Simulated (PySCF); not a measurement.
CH2FNOSi, SMILES N#CO[SiH2]F. Atoms are numbered in the order given.

```xyz
7

N      2.6297    -0.2355    -0.1313
C      1.5673    -0.0748     0.3037
O      0.3961     0.1068     0.8113
Si    -1.0868    -0.3030     0.0878
F     -1.4191     0.8134    -1.0260
H     -2.0633    -0.2242     1.1857
H     -0.9301    -1.6125    -0.5738
```
Charge 0, spin multiplicity 1.

Geometry: ωB97X-D3(BJ)/def2-SVP. This is a generated structure with no PubChem entry under its InChIKey; it may be hypothetical. Other conformers were not sampled.

Two levels are set side by side: PBE/pcSseg-1 (PySCF) and HF/pcSseg-1 (PySCF). GIAO shifts against CFCl3 (¹⁹F), H2O (¹⁷O), NH3 (¹⁵N), TMS (²⁹Si), TMS (¹H), TMS (¹³C) at the same level; non-relativistic, no solvent, atoms listed together averaged. Differences are taken from unrounded values.

```json
[
 {"quantity": "δ(¹⁵N) of N1 (ppm)", "HF": "194.7", "PBE": "191.5", "PBE minus HF": "-3.2"},
 {"quantity": "δ(¹³C) of C2 (ppm)", "HF": "120.8", "PBE": "111.6", "PBE minus HF": "-9.2"},
 {"quantity": "δ(¹⁷O) of O3 (ppm)", "HF": "48.7", "PBE": "95.6", "PBE minus HF": "46.9"},
 {"quantity": "δ(²⁹Si) of Si4 (ppm)", "HF": "-26.3", "PBE": "-8.2", "PBE minus HF": "18.1"},
 {"quantity": "δ(¹⁹F) of F5 (ppm)", "HF": "-132.7", "PBE": "-182.1", "PBE minus HF": "-49.4"}
]
```

Rough cost on one machine, each run with all the roots and properties that it gave: HF against PBE within a factor of 2.
